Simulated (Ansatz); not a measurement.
propylene glycol (C$_{3}$H$_{8}$O$_{2}$), singlet, at a GFN2-xTB geometry. Base run: Ansatz (a first-principles code) with B3LYP/STO-3G.

Input for Ansatz:
Ansatz 0.2 input:
```yaml
crystal:
  periodic: [false, false, false]
  atoms:
    - {symbol: C, position_ang: [1.83324331, 0.13638099, 0.35090210]}
    - {symbol: C, position_ang: [0.42691443, 0.30654220, -0.21207806]}
    - {symbol: O, position_ang: [-0.28124422, 1.34971891, 0.43155499]}
    - {symbol: C, position_ang: [-0.38814764, -0.99223231, -0.10847029]}
    - {symbol: O, position_ang: [-1.67642873, -0.82208827, -0.63781928]}
    - {symbol: H, position_ang: [2.36667096, 1.08275455, 0.30757844]}
    - {symbol: H, position_ang: [1.78849069, -0.19345144, 1.38820166]}
    - {symbol: H, position_ang: [2.38133734, -0.60316406, -0.22521041]}
    - {symbol: H, position_ang: [0.47213216, 0.61355869, -1.26229834]}
    - {symbol: H, position_ang: [-0.25594914, 1.19385292, 1.38370519]}
    - {symbol: H, position_ang: [0.09000513, -1.79465989, -0.67338889]}
    - {symbol: H, position_ang: [-0.44945832, -1.29548663, 0.95090902]}
    - {symbol: H, position_ang: [-1.96390590, 0.07140544, -0.40150486]}
basis:
  gaussian:
    orbitals: STO-3G
hamiltonian:
  xc: b3lyp
```

Each row names what was changed in the base input (with any setting that the change needs).

| change | ΔE vs base (µEh) |
|---|---|
| base | 0.0 |
| fitting.mean_field = cc-pVTZ-JKFIT | -269 |
| final_grid = 6, 12, 29 | -1.6 |
| lower_state_search = off | 0.0 |
| final_grid = 10, 20, 41 | 0.2 |
| nuclear_model = gaussian | 23.0 |
| fitting.mean_field = def2-universal-JKFIT | -1546 |
| point_charge = charge:1.0 position_ang:-2.8596, -2.224, 3.8228 | 1189 |
| lower_state_search = light | 0.0 |
| accuracy = high | -2.9 |
| point_charge = charge:-1.0 position_ang:0.8248, -0.1092, 5.4332 | -8661 |
